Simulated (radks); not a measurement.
The mean radii <r> (bohr) of the occupied orbitals of an atom or ion are listed with their occupations. Calculated with a radial shooting solver on a logarithmic mesh with Libxc functionals: scalar-relativistic Kohn-Sham, PBEsol, spin-polarised, spherical densities, finite nucleus; Fermi nuclear charge, rms radius of each element as measured or else 0.836 A^(1/3) + 0.57 fm.

| orbital | occ. | <r> |
|---|---|---|
| 1s up | 1 | 0.02038 |
| 1s down | 1 | 0.02038 |
| 2s up | 1 | 0.08642 |
| 2s down | 1 | 0.08642 |
| 2p up | 3 | 0.07666 |
| 2p down | 3 | 0.07666 |
| 3s up | 1 | 0.2230 |
| 3s down | 1 | 0.2229 |
| 3p up | 3 | 0.2214 |
| 3p down | 3 | 0.2214 |
| 3d up | 5 | 0.2000 |
| 3d down | 5 | 0.2000 |
| 4s up | 1 | 0.4566 |
| 4s down | 1 | 0.4567 |
| 4p up | 3 | 0.4687 |
| 4p down | 2 | 0.4688 |

Name the element and its charge. Open shells, if any, are filled with parallel spins first.

Answer. Z = 68, erbium, charge +33: Er33+ in [Ar] 3d10 4s2 4p5. The 1s radius gives Z: for a bare nucleus <r> = (2 gamma + 1)/(2Z) with gamma = sqrt(1 - (Z/c)^2), 0.02012 bohr for Z = 68, and screening makes it slightly larger (0.02038 here). The occupations add up to 35, and the charge is Z minus that.
